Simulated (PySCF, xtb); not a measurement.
I2, SMILES II (connectivity only; charge and spin as stated), charge -1, multiplicity 2.

Harmonic wavenumbers (cm⁻¹) from GFN2-xTB (xtb) at its own minimum, in rising order: 91.

Problem. What does PBE0-D3(BJ)/def2-TZVPD in PySCF 2.14.0 give at its own minimum? (Estimate from the structure and the level; the computed values follow.)

Solution. 103. Paired by order, the mean absolute difference is 12 cm⁻¹ and the zero-point energies are 0.1 and 0.1 kcal/mol.
